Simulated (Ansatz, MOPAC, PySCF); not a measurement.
Complex: CH4 (SMILES C) (first 5 atoms) with CH3Cl (SMILES CCl); geometry from B3LYP-D3(BJ)/def2-TZVP.
(charge 0, multiplicity 1):
```xyz
10

C     -0.0214     0.0355    -0.0952
H      0.4119     0.5722     0.7471
H     -1.1086     0.0795    -0.0370
H      0.3077     0.4917    -1.0277
H      0.3016    -1.0049    -0.0701
C     -0.8227    -0.5867     3.4184
Cl     0.4348     0.6356     3.8003
H     -1.1411    -1.0486     4.3478
H     -1.6539    -0.0813     2.9367
H     -0.3892    -1.3245     2.7509
```

Monomers are frozen at their geometry in the pair; levels with a basis set take the counterpoise correction.

Frozen-core correlation. CBS(a, b) extrapolates the correlation energy as X⁻³ and adds the Hartree–Fock energy of set b. The state that PM6 reach isn't checked.

Programs: Ansatz (a first-principles code) with Gaussian orbitals; MOPAC for PM6 (differences of heats of formation); PySCF for the dispersion terms. 

```csv
level,interaction energy (kcal/mol)
PM6,-0.51
SVWN5/def2-TZVPPD,-1.70
PBE-D3(BJ)/def2-TZVPPD,-1.20
BLYP/def2-TZVPPD,0.78
revPBE-D4/def2-TZVPPD,-0.95
CAM-B3LYP-D3(BJ)/def2-TZVPPD,-1.00
MP2/aug-cc-pV(D+d)Z,-0.79
SCS-MP2/aug-cc-pV(D+d)Z,[?]
"CCSD(T)/CBS(aug-cc-pV(D+d)Z, aug-cc-pV(T+d)Z)",[?]
```

### Question
What belongs in the gaps?

### Answer

- SCS-MP2/aug-cc-pV(D+d)Z, interaction energy (kcal/mol): -0.46
- CCSD(T)/CBS(aug-cc-pV(D+d)Z, aug-cc-pV(T+d)Z), interaction energy (kcal/mol): -1.06
